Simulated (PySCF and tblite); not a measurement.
Values are calculated unless marked as measured or tabulated.
# Barrier and rate of a pyramidal inversion

System: C7H11N, numbered as in [CH:1]#[C:2][C@@H:3]1[CH2:4][NH:5][C@@H:6]([CH3:7])[CH2:8]1.

Motion: pyramidal inversion at N5. Geometries: GFN2-xTB; energies: B3LYP/pcSseg-1 + D3(BJ); zero-point and thermal terms from GFN2-xTB harmonic modes (soft modes blended into free rotors). Rate constants are transition-state-theory values, counting equivalent paths, without tunnelling. Programs: tblite and PySCF.

```json
{"point": "start", "symmetry": "C1", "E(GFN2) kcal/mol": "0.0", "E(DFT) kcal/mol": "0.0", "ZPE change kcal/mol": "0.00", "lowest mode cm⁻¹": "29", "dipole D": "1.23"}
{"point": "saddle", "symmetry": "C1", "E(GFN2) kcal/mol": "4.9", "E(DFT) kcal/mol": "3.5", "ZPE change kcal/mol": "-1.42", "lowest mode cm⁻¹": "544i", "dipole D": "0.94"}
{"point": "end", "symmetry": "C1", "E(GFN2) kcal/mol": "1.1", "E(DFT) kcal/mol": "-0.2", "ZPE change kcal/mol": "-0.32", "lowest mode cm⁻¹": "12", "dipole D": "1.00"}
```

* Electronic barrier: 3.5 kcal/mol
* Barrier with zero-point energy: 2.1 kcal/mol
* ΔH‡ (298 K): 2.1 kcal/mol
* ΔS‡ (298 K, symmetry apart): -0.1 cal/(mol K)
* Paths: 1 equivalent path
* End point: a different minimum
* Mean lifetime of the start against this motion at 298 K: 5.6 ps
* Cost: 110 s on 1 thread of Arm Neoverse V2, on a host shared with other jobs (rough), peak memory 0.88 GiB, launched as `OMP_NUM_THREADS=1 python ens_run.py task.json out`

| T/K | ΔG‡ kcal/mol | k s⁻¹ | ΔG kcal/mol | k back s⁻¹ |
| --- | --- | --- | --- | --- |
| 150 | 2.1 | 2.7×10⁹ | -0.6 | 3.3×10⁸ |
| 200 | 2.1 | 2.1×10¹⁰ | -0.7 | 3.8×10⁹ |
| 250 | 2.1 | 7.5×10¹⁰ | -0.7 | 1.7×10¹⁰ |
| 298 | 2.1 | 1.8×10¹¹ | -0.8 | 4.7×10¹⁰ |
| 350 | 2.1 | 3.5×10¹¹ | -0.8 | 1×10¹¹ |
| 400 | 2.1 | 5.7×10¹¹ | -0.9 | 1.8×10¹¹ |
| 500 | 2.2 | 1.2×10¹² | -1.0 | 4.2×10¹¹ |

ΔG and ΔG‡ leave out symmetry numbers and mirror images; rates count paths: 1 out, 1 back.
